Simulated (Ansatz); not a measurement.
n-GeGeGeGeSiGeH14 (SiGe5H14), relaxed as a singlet with RKS r2SCAN-D4/def2-SVP in Ansatz, starting from the GFN2-xTB geometry. Force threshold 0.03 eV/Å.

Start:

```xyz
20

Ge   -2.788   -0.061   -1.051
Ge   -1.902    0.478    1.089
Ge   -0.422   -1.157    2.027
Ge    1.834   -1.066    1.208
Si    2.099   -0.554   -1.076
Ge    1.654    1.713   -1.437
H    -1.774    0.000   -2.159
H    -3.331   -1.459   -1.125
H    -3.918    0.815   -1.504
H    -3.050    0.794    2.024
H    -1.204    1.820    0.995
H    -1.017   -2.525    1.744
H    -0.498   -1.106    3.540
H     2.572   -0.077    2.088
H     2.522   -2.357    1.609
H     3.455   -0.884   -1.525
H     1.159   -1.367   -1.859
H     0.204    2.064   -1.608
H     2.302    2.306   -2.653
H     2.102    2.622   -0.328
```

(1) Estimate the energy that the relaxation releases and the steps that it takes.

(2) Does the start keep its bonding?

(3) Predict the relaxed structure.

Results:

(1) 8.0 kcal/mol, in 22 steps; 94 s on 4 threads of Intel Xeon Platinum 8488C on a shared host. The force fell under the threshold at step 18, but the optimiser went on. No frequencies were taken in this run, so the end may be a saddle point.

(2) By distances, no bond broke or formed. The bond that changes most is Ge1–Ge2, from 2.38 to 2.42 Å (atoms count from 1).

(3) 
```tsv
atom	x (Å)	y (Å)	z (Å)
Ge1	-2.5661	0.0947	-1.0855
Ge2	-1.9319	0.4509	1.2238
Ge3	-0.4879	-1.3475	1.9692
Ge4	1.8162	-0.9361	1.3414
Si5	2.0660	-0.5429	-0.9980
Ge6	1.4501	1.6824	-1.5803
H7	-1.3840	-0.4758	-1.8873
H8	-3.7165	-0.9250	-1.1405
H9	-3.0269	1.3980	-1.7566
H10	-3.2030	0.5057	2.0929
H11	-1.1973	1.7935	1.3905
H12	-0.9550	-2.6653	1.3218
H13	-0.5794	-1.5199	3.4973
H14	2.3191	0.2976	2.1156
H15	2.6863	-2.1354	1.7672
H16	3.5014	-0.7327	-1.3820
H17	1.2485	-1.5313	-1.7683
H18	0.0188	2.0176	-1.1296
H19	1.5375	1.8987	-3.0999
H20	2.4039	2.6726	-0.8916
```
Bond lengths: 3 × Ge–Ge 2.42 Å; 2 × Ge–Si 2.38 to 2.39 Å; 12 × Ge–H 1.54 Å; 2 × H–Si 1.50 Å.
